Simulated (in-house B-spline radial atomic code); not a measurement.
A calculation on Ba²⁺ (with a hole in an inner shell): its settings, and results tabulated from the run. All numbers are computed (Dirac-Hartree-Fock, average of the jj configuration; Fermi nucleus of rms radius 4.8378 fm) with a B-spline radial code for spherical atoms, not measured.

In the input, a minus or plus after the letter marks the j = l - 1/2 or j = l + 1/2 subshell.

Command:
```bash
python run_scf.py task.json out
```
Settings (nuclear radius in fm, mass in u):
```
Z                56
configuration    1s2 2s2 2p6 3s2 3p6 3d-3 3d+6 4s2 4p6 4d10 5s2 5p6 6s1
hamiltonian      dirac
method           hf
spin_polarised   False
nucleus          fermi
rms_radius       4.8378
atomic_mass      137.90525
speed_of_light   137.035999084
```

Output (hartree, bohr):
```
 radial grid: 81 intervals, B-splines of order 8, outer radius 60 bohr

 iter        energy (Eh)    residual
    1       -8094.237652    6.11e-01
    2       -8102.849163    3.88e-01
    3       -8105.446148    9.61e-02
    4       -8105.642598    2.60e-02
    5       -8105.658737    1.27e-02
    6       -8105.661588    6.94e-04
    7       -8105.661607    2.54e-04
    8       -8105.661609    1.69e-05
    9       -8105.661609    1.50e-06
   10       -8105.661609    1.22e-07

 total energy                     -8105.66161
 kinetic                            8654.6767
 electron-nucleus                 -19637.7344
 electron-electron                  2877.3961

 first-order corrections (not in the total)
   Gaunt                             7.2807
   retardation                      -0.7571
   frequency dependence             -0.0789
   self-energy                       5.0073
   Uehling                          -0.7157
   Wichmann-Kroll                    0.0180
   recoil                            0.0216

 orbital      occ     eigenvalue          <r>       <r^2>       <1/r>     <1/r^2>       <r^4>       r_max    small
 1s1/2      2.000     -1386.5711    0.0255753 0.000888216     60.6967     8122.57 2.07631e-06     0.01643  4.28e-02
 2s1/2      2.000      -225.3159     0.109107   0.0141042     14.2798     975.523 0.000344188      0.0929  9.27e-03
 2p1/2      2.000      -211.7593    0.0919416   0.0104095     14.2245     311.075 0.000218963     0.07113  9.27e-03
 2p3/2      4.000      -197.7947    0.0979316   0.0116827     12.9861     229.695 0.000269153     0.07618  8.74e-03
 3s1/2      2.000       -50.6955     0.288661   0.0953191     5.18064     204.099   0.0137709      0.2648  2.86e-03
 3p1/2      2.000       -44.8735     0.278948   0.0903705     5.07781     65.0523   0.0129605      0.2518  2.78e-03
 3p3/2      4.000       -42.2380     0.290127   0.0975794     4.78188     48.8985   0.0150426      0.2625  2.66e-03
 3d3/2      3.000       -32.5054     0.263236   0.0820968     4.60572     26.6209   0.0125786      0.2123  2.49e-03
 3d5/2      6.000       -31.9529     0.264241   0.0821257     4.55714     25.8131   0.0120527      0.2147  2.48e-03
 4s1/2      2.000       -11.4736     0.662112    0.493814     2.13095     46.3886    0.352972      0.6165  8.61e-04
 4p1/2      2.000        -9.2828     0.683366     0.53008     2.02781     14.4683    0.418185      0.6279  7.98e-04
 4p3/2      4.000        -8.6801     0.707209    0.567509     1.93539      11.012    0.479188      0.6497  7.59e-04
 4d3/2      4.000        -5.0028     0.766246    0.681391     1.74069     5.57104    0.754301      0.6763  6.43e-04
 4d5/2      6.000        -4.9201     0.775302    0.695041     1.69542     5.14269    0.781066      0.6806  6.09e-04
 5s1/2      2.000        -2.3325        1.578     2.78598     0.83161     8.02649     11.2574       1.429  1.85e-04
 5p1/2      2.000        -1.6360      1.74633     3.43168    0.745533     2.32595     17.5434       1.554  1.53e-04
 5p3/2      4.000        -1.5397      1.81184     3.69302     0.71355     1.77696     20.3212        1.61  1.43e-04
 6s1/2      1.000        -0.6103      3.84691     16.4082    0.325786     1.24986     377.795       3.525  3.42e-05
```

Cost of the run: 1.4 s on 1 thread of Arm Neoverse V1, on a shared host.

For the Dirac Hamiltonian the kinetic term is c α·p + (β - 1)c².
